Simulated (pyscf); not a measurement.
Single points on ωB97X-D3(BJ)/def2-SVP structures (PySCF, gas phase).

SMILES: O[SiH]([SiH2]O)O
```xyz
11

O      0.3661     1.7287     1.0205
Si     0.2601     0.9406    -0.4728
Si    -1.4362    -0.5398     0.1144
O     -2.8412     0.0642    -0.5516
O     -1.3916    -0.4718     1.7777
H      0.9986     2.4480     1.1157
H      1.5622     0.2911    -0.8243
H     -0.0651     1.9003    -1.5707
H     -1.2832    -1.9723    -0.2603
H     -3.6492    -0.4342    -0.3876
H     -0.9740     0.3445     2.0909
```
Charge 0, spin multiplicity 1.

**Question.** How much does it cost (ΔH, 298 K, ωB97M-D3(BJ)/def2-TZVP) to split HO–SiH₂–SiH(OH)–OH (SMILES O[SiH2][SiH](O)O) at its Si–Si bond into HO–SiH₂• + HO–SiH•–OH?

**Answer.** Si–Si to HO–SiH₂• + HO–SiH•–OH: 3.36 eV. The 7 functionals that were run give +3.02 (r²SCAN) to +3.55 eV (ωB97X-D3(BJ)). HO–SiH₂–SiH(OH)–OH lies 1.65 eV over its isomer HO–SiH(OH)–O–SiH₃, and others may lie lower still (electronic energy, ωB97M-D3(BJ)). Other isomers of HO–SiH₂•, HO–SiH•–OH were not searched in full and may lie lower.
